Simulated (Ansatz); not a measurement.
`C[Si](N)([SiH3])Cl` at its PBE0-D4/def2-TZVP geometry, where that method's forces vanish. Total charge 0; spin multiplicity 1.

| atom | x (Å) | y (Å) | z (Å) |
| --- | --- | --- | --- |
| C1 | -1.7942 | 0.3228 | -0.2016 |
| Si2 | -0.1365 | -0.3707 | 0.2756 |
| N3 | 0.3146 | 0.2845 | 1.7891 |
| Si4 | 1.5925 | 0.0295 | -1.2473 |
| Cl5 | -0.3599 | -2.4507 | 0.3114 |
| H6 | -2.5415 | 0.0761 | 0.5575 |
| H7 | -1.7411 | 1.4095 | -0.2991 |
| H8 | -2.1301 | -0.0999 | -1.1503 |
| H9 | 1.2279 | 0.0942 | 2.1704 |
| H10 | -0.3698 | 0.3642 | 2.5258 |
| H11 | 1.3413 | -0.6973 | -2.5200 |
| H12 | 1.7167 | 1.4837 | -1.5422 |
| H13 | 2.8801 | -0.4457 | -0.6694 |

For each bond, give half the difference of the two atoms' forces along it (eV/Å; positive pushes the atoms apart) under PBE-D4, r2SCAN-D4, B3LYP-D4, ωB97M-V in def2-TZVPP. (An estimate is asked.)

Ansatz gave: 
```csv
bond,length (Å),PBE-D4,r2SCAN-D4,B3LYP-D4,ωB97M-V
C1–Si2,1.859,-0.01,-0.01,0.04,-0.01
C1–H6,1.093,0.12,0.00,-0.04,-0.04
C1–H7,1.092,0.09,-0.02,-0.05,-0.04
C1–H8,1.092,0.11,-0.01,-0.05,-0.04
Si2–N3,1.710,0.10,0.01,0.05,0.08
Si2–Si4,2.339,-0.13,-0.02,0.01,-0.03
Si2–Cl5,2.092,0.15,0.07,0.18,0.05
N3–H9,1.008,0.19,0.01,-0.02,-0.03
N3–H10,1.009,0.20,0.02,-0.02,-0.03
Si4–H11,1.487,0.09,-0.01,-0.07,-0.09
Si4–H12,1.489,0.09,-0.02,-0.07,-0.09
Si4–H13,1.489,0.09,-0.01,-0.07,-0.09
```

B3LYP here is the variant with VWN-RPA as its local correlation; programs differ in this.
